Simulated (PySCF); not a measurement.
Cartesian coordinates in Å; atom numbers follow the order of the lines, from 1:
```xyz
22

C    -3.1519   -0.2834   -0.7116
C    -1.8161   -0.2573   -0.7544
C    -0.9083    0.2154    0.3346
Si    0.2528   -1.1705    0.9190
C     1.4076   -1.6557   -0.4883
Si    2.4109   -0.2089   -1.1629
C     1.2630    1.2135   -1.6248
Si    0.1073    1.7209   -0.2264
H    -3.7030    0.0558    0.1715
H    -3.7389   -0.6452   -1.5592
H    -1.3289   -0.6128   -1.6733
H    -1.5023    0.5346    1.2104
H    -0.5537   -2.3441    1.3796
H     1.0632   -0.6663    2.0733
H     0.8102   -2.0969   -1.3054
H     2.0978   -2.4430   -0.1405
H     3.3607    0.2577   -0.1031
H     3.2195   -0.6377   -2.3491
H     0.6577    0.9205   -2.5005
H     1.8681    2.0828   -1.9340
H     0.9183    2.2152    0.9321
H    -0.8164    2.8154   -0.6607
```

Rapidly exchanging positions averaged, no relativistic terms, isolated molecule, one computed conformer. σ from GIAO-B3LYP/pcSseg-1; PBE0-D3(BJ)/def2-SVP geometry; PySCF 2.14.0 with density-fitted response routines.

Shifts are taken against calculated references (same method and geometry level): ¹³C, ¹H, ²⁹Si vs TMS.

```csv
atoms,nucleus,count,δ (ppm)
C3,¹³C,1,21.3
H9,¹H,1,5.19
Si4/Si8,²⁹Si,2,-32.4
H17,¹H,1,?
H16/H20,¹H,2,-0.28
H10,¹H,1,5.08
H11,¹H,1,5.90
H14/H21,¹H,2,?
H18,¹H,1,4.57
C5/C7,¹³C,2,?
C1,¹³C,1,119.4
H12,¹H,1,?
C2,¹³C,1,144.5
Si6,²⁹Si,1,-37.2
H13/H22,¹H,2,?
H15/H19,¹H,2,0.09
```

Q: Estimate the values marked ?.

A: 
- C5/C7: -10.8 ppm, sp3 CH2 bonded to 2 Si; an electropositive neighbour leaves it electron-rich and shielded
- H14/H21: 4.33 ppm, hydrogen on a silicon bonded to 2 C, in a 6-membered ring
- H13/H22: 4.29 ppm, hydrogen on a silicon bonded to 2 C, in a 6-membered ring
- H17: 4.23 ppm, hydrogen on a silicon bonded to 2 C, in a 6-membered ring
- H12: 1.28 ppm, hydrogen on an allylic sp3 CH bonded to 2 Si

Shifts are as computed. Against solution values, carbons near 30 ppm lie about +2 ppm off and those near 130 ppm about +6 ppm. Of 1211 compounds with measured shifts, 218 miss one by over three times the rms of a fit or turn the order of signals round; such compounds aren't used in these exercises.
